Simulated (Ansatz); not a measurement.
```yaml
crystal:
  periodic: [false, false, false]
  atoms:
    - {symbol: N, position_ang: [-1.545378, 0.423805, -0.696320]}
    - {symbol: Ti, position_ang: [0.143683, 0.173736, 0.112791]}
    - {symbol: N, position_ang: [-0.093433, -1.165819, 1.426464]}
    - {symbol: N, position_ang: [1.285791, -0.431492, -1.264090]}
    - {symbol: O, position_ang: [0.828019, 1.673842, 0.852331]}
    - {symbol: H, position_ang: [-2.385594, 0.685664, -0.199539]}
    - {symbol: H, position_ang: [-1.732815, 0.337105, -1.683652]}
    - {symbol: H, position_ang: [-0.810764, -1.875244, 1.397939]}
    - {symbol: H, position_ang: [0.422904, -1.223339, 2.292823]}
    - {symbol: H, position_ang: [1.932871, 0.176959, -1.746704]}
    - {symbol: H, position_ang: [1.516053, -1.396475, -1.450941]}
    - {symbol: H, position_ang: [0.515462, 2.566158, 0.992798]}
basis:
  gaussian: {orbitals: def2-mTZVPP, final_grid: {core_spheres: 8, valence_spheres: 7, degree: 23}}
hamiltonian: {xc: {name: B97}}
scf: {lower_state_search: off}
output: {forces: true}
```

```sh
$ ansatz run in.yaml --threads 4 --pin off --events-out ev --progress --plain --max-ram 11315MiB
```

Shortened log:

```
Functional definition: B97
1410 factors; their error is unknown
mean field evaluation 1: about -29722.9658 eV, gradient 1.2e2 eV
mean field evaluation 2: about -29416.8217 eV, gradient 4.8e2 eV
mean field evaluation 4: about -29744.1017 eV, gradient 4.8e1 eV
mean field evaluation 8: about -29748.1481 eV, gradient 3.5e-1 eV
mean field evaluation 16: about -29748.2467 eV, gradient 1.9e-3 eV
mean field -29748.24672534 eV, -1093.2279030705 hartree, gradient 1.0e-6 eV, S^2 0.000000; 0 other end points of the search recorded, 0 dependent functions left out
reference -29748.24674228 eV, -1093.2279036928 hartree; 29, 29 occupied and 135, 135 virtual orbitals, 1410 factors
Total energy: -29748.24674228 eV, -1093.2279036928 hartree
Atom 0 at    -1.545378     0.423805    -0.696320 Å, force    -0.202543     0.025798    -0.106605 eV/Å
Atom 1 at     0.143683     0.173736     0.112791 Å, force    -0.072875    -0.064029    -0.025945 eV/Å
Atom 2 at    -0.093433    -1.165819     1.426464 Å, force    -0.005418    -0.186758     0.138577 eV/Å
Atom 3 at     1.285791    -0.431492    -1.264090 Å, force     0.101323    -0.076300    -0.221013 eV/Å
Atom 4 at     0.828019     1.673842     0.852331 Å, force     0.323604     0.311427     0.229018 eV/Å
Atom 5 at    -2.385594     0.685664    -0.199539 Å, force    -0.125704     0.035267     0.043163 eV/Å
Atom 6 at    -1.732815     0.337105    -1.683652 Å, force    -0.059324    -0.002564    -0.128644 eV/Å
Atom 7 at    -0.810764    -1.875244     1.397939 Å, force    -0.090179    -0.101625     0.033102 eV/Å
Atom 8 at     0.422904    -1.223339     2.292823 Å, force     0.049737    -0.021688     0.127690 eV/Å
Atom 9 at     1.932871     0.176959    -1.746704 Å, force     0.107466     0.060551    -0.067513 eV/Å
Atom 10 at     1.516053    -1.396475    -1.450941 Å, force     0.059325    -0.124085    -0.031695 eV/Å
Atom 11 at     0.515462     2.566158     0.992798 Å, force    -0.085412     0.144007     0.009864 eV/Å
Dipole moment:    -0.183429     0.013636    -0.045333 e Å
Checks for a lower state left out: stability, starts, cluster_reference, orbital_swaps, neighbouring_geometries, increment
```

It took 3.1 s on 4 threads of an Intel Xeon Platinum 8259CL on a shared host, with 0.57 GiB of host memory at the peak.
